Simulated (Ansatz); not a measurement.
H₃N, charge +1, doublet, geometry from GFN2-xTB (a state made from the parent by changing its charge; the spin is typed, not shown lowest).

Ansatz (a quantum-chemistry and plane-wave program) was given this input:
Ansatz 0.2 input:
```yaml
crystal:
  periodic: [false, false, false]
  atoms:
    - {symbol: N, position_ang: [-0.00000000, 0.00000000, 0.00000000]}
    - {symbol: H, position_ang: [-0.61982364, -0.81969963, -0.02822501]}
    - {symbol: H, position_ang: [-0.40038942, 0.94633580, 0.03197410]}
    - {symbol: H, position_ang: [1.02021307, -0.12663617, -0.00374909]}
basis:
  gaussian:
    orbitals: 6-31G*
hamiltonian:
  xc: hf
total_charge: 1
magnetization: {spin_polarized: true, initial_magnetization: 1}
```

Task: What does this run give for the <S^2>, total energy, number of basis functions?

Result: 
```
Property                        Result
-------------------------  -----------
<S^2>                            0.761
total energy               -55.8726 Eh
number of basis functions           21
```
